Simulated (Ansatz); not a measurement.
Compare A (`C=C1[SiH2]C1O`) with its isomer B (`C=C=C(O)[SiH3]`).

Program: Ansatz. Geometries: PBE0-D4/def2-TZVP. ΔE: electronic, gas phase. CCSD(T)/CBS adds triple-zeta CCSD(T) − MP2 to the extrapolated MP2 energy (def2 sets, frozen cores). DFT in def2-TZVPP. B3LYP here is the variant with VWN-RPA as its local correlation; programs differ in this. One conformer a species, not always the lowest.

A:

Z-matrix (Å, degrees):
```
Si
C 1 1.922
C 1 2.414 2 35.3
H 1 1.501 2 102.2 3 -61.9
H 1 1.500 2 104.5 3 44.8
C 2 1.328 1 130.2 3 165.6
O 3 1.341 1 124.0 2 -110.0
H 3 1.082 1 99.2 2 124.6
H 6 1.083 2 121.0 1 8.5
H 6 1.087 2 121.3 1 -173.1
H 7 0.965 3 108.8 1 63.2
```

B:

```xyz
11

C     0.0688   -1.5004   -1.6265
C     0.2763   -0.7261   -0.5999
C     0.4451    0.0705    0.4226
O     1.5388    0.0563    1.2537
Si   -0.8537    1.3511    0.8519
H     0.4028   -1.2247   -2.6236
H    -0.4465   -2.4522   -1.5259
H     2.1475   -0.6297    0.9577
H    -1.3677    1.1094    2.2251
H    -0.2586    2.7119    0.8001
H    -1.9528    1.2338   -0.1353
```

**Question.** Which isomer does CCSD(T)/CBS put lower? Give the gap. (Estimate.)

**Answer.** Computed: B, by 112.3 kJ/mol.

**Question.** Give E(B) − E(A) in kJ/mol with CCSD/def2-TZVPP, B2PLYP, B3LYP, CCSD(T)/def2-TZVPP, r2SCAN-D4, ωB97M-V, PBE0-D4. (Best estimate.)

**Answer.** Computed: CCSD/def2-TZVPP -130.2, B2PLYP -115.1, B3LYP -116.3, CCSD(T)/def2-TZVPP -111.0, r2SCAN-D4 -96.5, ωB97M-V -124.3, PBE0-D4 -100.0. None reverses the order clearly.

Largest T1 diagnostic: 0.023.

In def2-TZVPP, CCSD(T) changes the Hartree–Fock value by +79.5 kJ/mol (the triples alone add +19.2 kJ/mol) and MP2 by +79.5 kJ/mol. From PBE to PBE0 (25 % exact exchange), in def2-TZVPP and without D4, E(B) − E(A) moves by −20.7 kJ/mol.
